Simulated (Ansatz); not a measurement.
CaCl$_{2}$, charge +1, doublet, at a GFN2-xTB geometry of the parent state (such geometries of metal compounds can be far from the true shape) (a state made from the parent by changing its charge; the spin is typed, not shown lowest); Ansatz (an electronic-structure program) with SVWN5/STO-3G.

The Ansatz input:
Ansatz 0.2 input:
```yaml
crystal:
  periodic: [false, false, false]
  atoms:
    - {symbol: Ca, position_ang: [0.21041032, -0.79122363, 0.00034680]}
    - {symbol: Cl, position_ang: [1.53102219, 0.90477583, -1.61871510]}
    - {symbol: Cl, position_ang: [-1.77856375, 0.02607551, 1.61830710]}
basis:
  gaussian:
    orbitals: STO-3G
hamiltonian:
  xc: {name: SVWN5}
total_charge: 1
magnetization: {spin_polarized: false, initial_magnetization: 1}
```

The log (banner, timings and long lists left out):

```
Functional definition: SVWN5
356 factors; integrals over basis functions are off by at most 2.2e-4 eV
mean field evaluation 1: about -42882.7608 eV, gradient 1.3e1 eV
mean field evaluation 2: about -42882.7598 eV, gradient 1.3e1 eV
mean field evaluation 4: about -42884.5102 eV, gradient 1.0e0 eV
mean field evaluation 8: about -42884.4667 eV, gradient 2.1e0 eV
mean field evaluation 16: about -42884.5238 eV, gradient 1.1e-5 eV
mean field evaluation 32: about -42884.5165 eV, gradient 4.7e-6 eV
mean field evaluation 64: about -42884.5113 eV, gradient 5.6e-1 eV
mean field evaluation 96: about -42884.4545 eV, gradient 4.8e-1 eV
mean field evaluation 128: about -42871.2622 eV, gradient 2.8e0 eV
mean field -42884.52376328 eV, -1575.9771801262 hartree, gradient 1.0e-6 eV, S^2 0.750000; 16 other end points of the search recorded, 0 dependent functions left out
reference -42884.52379053 eV, -1575.9771811278 hartree; 27, 26 occupied and 4, 5 virtual orbitals, 356 factors
Total energy: -42884.52379053 eV, -1575.9771811278 hartree
```
